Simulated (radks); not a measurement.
Results of a calculation; reference values are marked as such.
All-electron atom: neutral iridium in [Xe] 4f14 5d7 6s2. Level of theory: scalar-relativistic Kohn-Sham, r2SCAN, spin-polarised, spherical densities, finite nucleus; open shells are filled with parallel spins first (spin-orbit coupling, left out, can overturn this in heavy ions); meta-GGA in the generalised Kohn-Sham scheme; Fermi nuclear charge, rms radius 5.4032 fm; hard spherical wall at 4 bohr (a radial shooting solver on a logarithmic mesh with Libxc functionals).

Unscreened Slater integrals over Kohn-Sham orbitals (hartree). They are taken over the spin-up orbitals. Empty in this configuration: 6p.

\begin{tabular}{lr}
integral & value \\ \hline
F0(6s,6s) & 0.39753 \\
F0(6s,5d) & 0.44415 \\
G2(6s,5d) & 0.12912 \\
F0(6s,5p) & 0.47426 \\
G1(6s,5p) & 0.044691 \\
F0(6s,6p) & 0.38290 \\
G1(6s,6p) & 0.25956 \\
F0(5d,5d) & 0.55553 \\
F2(5d,5d) & 0.28828 \\
F4(5d,5d) & 0.18995 \\
F0(5d,5p) & 0.63867 \\
F2(5d,5p) & 0.30963 \\
G1(5d,5p) & 0.36820 \\
G3(5d,5p) & 0.22634 \\
F0(5d,6p) & 0.42099 \\
F2(5d,6p) & 0.17810 \\
G1(5d,6p) & 0.094224 \\
G3(5d,6p) & 0.080946 \\
F0(5p,5p) & 0.78568 \\
F2(5p,5p) & 0.42245 \\
F0(5p,6p) & 0.44840 \\
F2(5p,6p) & 0.13703 \\
G0(5p,6p) & 0.030188 \\
G2(5p,6p) & 0.041441 \\
F0(6p,6p) & 0.37153 \\
F2(6p,6p) & 0.21592 \\
\end{tabular}

Derived for the open shells (J is the average intra-shell exchange parameter used in DFT+U). 5d: Racah B = F2/49 - 5 F4/441 = 0.003730 hartree, C = 35 F4/441 = 0.01508 hartree, C/B = 4.04, F4/F2 = 0.659, J = (F2 + F4)/14 = 0.03416 hartree.
